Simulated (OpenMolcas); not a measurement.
# Fe3+: ligand-field states by method

Fe3+ with its 6 nearest fluoride ions at 1.98 Å, on the Zn site of KZnF3 (a = 4.054 Å, distance in the model lattice 2.027 Å). The rest of the host is ab initio model potentials to 7.6 Å, with orthogonalisation functions on the cations behind the ligands, and point charges beyond; the distance is set by hand and nothing relaxes, and no local charge compensation is placed. Ligand basis ANO-RCC-VDZP.
```
Fe    0.0000    0.0000    0.0000
F     1.9800    0.0000    0.0000
F     0.0000    1.9800    0.0000
F    -1.9800    0.0000    0.0000
F     0.0000   -1.9800    0.0000
F     0.0000    0.0000    1.9800
F     0.0000    0.0000   -1.9800
```

```
Program             : OpenMolcas
Basis               : ANO-RCC-VTZP [6s5p3d2f1g]
Scalar Hamiltonian  : DKH2, point nucleus
Active space        : 5 electrons in 5 orbitals (3d)
State averaging     : 2S+1 = 6 even, 1 root; 2S+1 = 4 even, 24 roots; 2S+1 = 2 even, 75 roots
Spin-orbit coupling : RASSI with atomic mean-field integrals over the reference wave functions
```

I. CASSCF
II. SS-CASPT2, IPEA 0.25 Eh, imaginary shift 0.1 Eh (closed shells correlated: 3s 3p and the ligand valence shells)

Spin-free states (labels of O, the rotations of Oh) in cm-1, each column counted from its own energy of the first state listed:

| State | Degeneracy | I | II |
| --- | --- | --- | --- |
| 6A1 | 1 | 0 | 0 |
| 4T1 | 3 | 27760 | 19370 |
| 4T2 | 3 | 32825 | 23420 |
| 4A1 | 1 | 34677 | 27360 |
| 4E | 2 | 34919 | 27310 |
| 2T2 | 3 | 37313 | 22820 |
| 4T2 | 3 | 41067 | 30320 |
| 4E | 2 | 43169 | 33000 |
| 2A2 | 1 | 43553 | 29980 |
| 2T1 | 3 | 43611 | 31020 |
| 2T2 | 3 | 45366 | 32550 |
| 4T1 | 3 | 46546 | 41350 |
| 2E | 2 | 47185 | 34190 |
| 2A1 | 1 | 49214 | 38500 |
| 2T2 | 3 | 52241 | 39860 |
| 2E | 2 | 52775 | 38770 |
| 2T1 | 3 | 53762 | 38340 |
| 2T2 | 3 | 57387 | 42830 |
| 4A2 | 1 | 57621 | 44550 |
| 4T1 | 3 | 59456 | 48540 |

From I to II, I's first state of another spin (4T1) moves from 27760 to 19370 cm-1, by about -8400 cm-1.

I: A least-squares ligand-field fit to the states below 45000 cm-1, each weighted by its degeneracy and with a free common offset, gives 10Dq = 9920 cm-1, B = 1225 cm-1 and C = 4475 cm-1 (C/B = 3.65), with an rms deviation of 112 cm-1. The same method and metal basis give the free ion B = 1296 cm-1 (fit to its terms below 60000 cm-1, rms deviation 21 cm-1), so the nephelauxetic ratio is β = 1225 / 1296 = 0.95; it hangs on how both fits weigh the states, and computed free-ion B values tend to be too large, so β mixes covalency with correlation.

χT at 300 K: I 4.39, II 4.38 cm3 K/mol.

Roots that are degenerate in the reference are averaged as groups; the widest CASPT2 spread within a group is 140 cm-1 (the 3-fold group of multiplicity 2 near 31000 cm-1 above the lowest state of its run, II). Shifts and gaps below about the spread of the groups concerned are not significant. Over all roots computed the reference weight is 0.71 to 0.74 in II; a low but even weight reflects the number of correlated electrons. Ligand-to-metal charge-transfer states are missing. With no ligand orbital active B as a rule stays too high, so bands that hang on it stand too high and its fall with covalency is understated. Without dynamic correlation the repulsion within the d shell is too large (B by tens of per cent), so at a given field states of lower spin stand too high (holds for I). With metal d orbitals alone and no dynamic correlation 10Dq can be off by a tenth to a fifth, either way, in oxide and fluoride hosts (holds for I). These CASPT2 states fit no ligand-field parameters well, so their order and spin gaps are uncertain (holds for II). With one d shell and no ligand orbital active, 10Dq can be off by a tenth or more (holds for II). Free-ion shares, where given, are those of the reference states; single-state CASPT2 does not remix them (holds for II). No measured value stands beside these numbers; the geometry was set by hand and not optimised.
